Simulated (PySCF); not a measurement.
# One molecule, several mistakes: AlBClH3

All numbers below are calculated, not measured. The program is PySCF 2.14.0, an open-source quantum chemistry code, run on an isolated molecule that a program drew, which may never have been made. The molecule is AlBClH3 (charge 0, singlet), drawn as the SMILES string `[AlH2][BH]Cl`.

Each row is a Hartree-Fock (HF) and frozen-core CCSD(T) single point in the cc-pV(D+d)Z basis, meant for a local HF minimum. Run 1 is clean. Each other run has one planted mistake out of seven kinds, and not every kind appears here: one electron removed, one electron added, multiplicity raised by two, geometry at a saddle point, minimal basis STO-3G, one bond length entered in bohr, all coordinates scaled. The reference is restricted for singlets and unrestricted otherwise, and also for a bond in bohr. Adding or removing an electron swaps singlet and doublet. Electrons count all cores. HOMO and LUMO are orbital energies over both spins, the gradient is its largest component, and the lowest frequency (negative if imaginary) is given only where the gradient is small. Bond lengths are over the 5 bonds as drawn. T1 is the CCSD diagnostic: over 0.02 (restricted) or 0.045 (unrestricted) a single reference is doubtful.

Geometry of the clean run:
```xyz
6
AlBClH3, angstrom
Al    0.3189   -0.9011   -1.3778
B    -0.0979   -2.0590    0.3912
Cl    0.5591   -1.4822    1.9453
H     1.6276   -1.1791   -2.2249
H    -0.6665    0.2522   -1.8318
H    -0.7302   -3.0721    0.4880
```

| run | electrons | basis functions | <S^2> | HOMO (eV) | LUMO (eV) | gradient (hartree/bohr) | lowest frequency (cm^-1) | mean bond (Å) | longest bond (Å) | T1 | HF (hartree) | CCSD(T) (hartree) | mistake |
|---|---|---|---|---|---|---|---|---|---|---|---|---|---|
| 1 | 38 | 75 | 0.000 | -10.12 | 0.92 | 3.6e-05 | 104 | 1.6606 | 2.155 | 0.0142 | -727.85520 | -728.19149 | no fault |
| 2 | 38 | 75 | 2.014 | -7.41 | -1.12 | 3.3e-02 | - | 1.6606 | 2.155 | 0.0277 | -727.75197 | -728.07984 | multiplicity raised by two |
| 3 | 39 | 75 | 0.764 | -0.46 | 5.53 | 5.1e-02 | - | 1.6606 | 2.155 | 0.0858 | -727.83369 | -728.18426 | one electron added |
| 4 | 38 | 75 | 0.683 | -8.92 | 0.72 | 1.9e-02 | - | 1.8738 | 2.264 | 0.0648 | -727.74117 | -728.07888 | one bond length entered in bohr |
| 5 | 38 | 75 | 0.000 | -10.12 | 0.13 | 3.7e-05 | -104 | 1.6629 | 2.174 | 0.0142 | -727.85291 | -728.18956 | ? |

**Which mistake was planted in run 5, and what did it cost?**

The gradient is small, so the point is stationary, but the lowest frequency is imaginary (-104 cm^-1). So the mistake is: geometry at a saddle point. Subtracting run 1 and multiplying by 627.51 kcal/mol a hartree, the energy moved by 1.4 kcal/mol in HF and 1.2 kcal/mol in CCSD(T).

Cautions from the logs. Run 3: T1 is over the limit, so its CCSD(T) energy is less reliable and the added electron raises the CCSD(T) energy, so it isn't bound in this basis; run 4: T1 is over the limit, so its CCSD(T) energy is less reliable.
